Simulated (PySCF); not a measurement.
**Correlation energy of O⁺ (oxygen, charge +1)**

[He] 2s2 2p3, high-spin 4S determinant. All numbers are calculated (PySCF 2.14, the non-relativistic Hamiltonian (point nucleus), in def2-TZVP). Frozen: 1s2; 5 electrons correlated.

MP2 pair energies summed by pair of shells (mhartree):

```tsv
pair	energy	share (%)
2s-2p	-63.20	65.8
2p-2p	-23.10	24.1
2s-2s	-9.75	10.2
```

Total MP2 correlation energy: -96.06 mhartree.

Same-spin part -28.37 and opposite-spin part -67.69 mhartree; SCS-MP2 scales them by 1/3 and 6/5 to -90.68 mhartree.

| level | correlation energy (mhartree) |
| --- | --- |
| CCSD | -111.34 |
| (T) | -1.55 |
| CCSD(T) | -112.89 |

Diagnostics: T1 = 0.0041, D1 = 0.0088, largest double amplitude 0.036.

Cost of the coupled-cluster step: 0.33 s of wall time on 1 thread of Neoverse-V1 (shared host), for 5 correlated electrons.

Iterations:

```
CC2 = 0
CCSD nocc = (np.int64(4), np.int64(1)), nmo = (30, 30)
frozen orbitals [[0], [0]]
max_cycle = 100
direct = 0
conv_tol = 1e-08
conv_tol_normt = 1e-06
diis_space = 8
diis_start_cycle = 0
Init t2, MP2 energy = -0.0960587613586059
Init E_corr(UCCSD) = -0.0960587613593723
cycle = 1  E_corr(UCCSD) = -0.108173376478897  dE = -0.0121146151  norm(t1,t2) = 0.0240892
cycle = 2  E_corr(UCCSD) = -0.110397257716928  dE = -0.00222388124  norm(t1,t2) = 0.00793593
cycle = 3  E_corr(UCCSD) = -0.111380435548936  dE = -0.000983177832  norm(t1,t2) = 0.00325304
cycle = 4  E_corr(UCCSD) = -0.111335640294641  dE = 4.47952543e-05  norm(t1,t2) = 0.00053695
cycle = 5  E_corr(UCCSD) = -0.111343311841061  dE = -7.67154642e-06  norm(t1,t2) = 0.000106626
cycle = 6  E_corr(UCCSD) = -0.111343389785105  dE = -7.79440436e-08  norm(t1,t2) = 1.05801e-05
cycle = 7  E_corr(UCCSD) = -0.111343454884097  dE = -6.50989924e-08  norm(t1,t2) = 1.28548e-06
cycle = 8  E_corr(UCCSD) = -0.111343436694245  dE = 1.81898517e-08  norm(t1,t2) = 1.97727e-07
cycle = 9  E_corr(UCCSD) = -0.111343438300881  dE = -1.60663569e-09  norm(t1,t2) = 3.22972e-08
UCCSD converged
E(UCCSD) = -74.48534489762886  E_corr = -0.111343438300881
UCCSD(T) correction = -0.00154998995190749
```
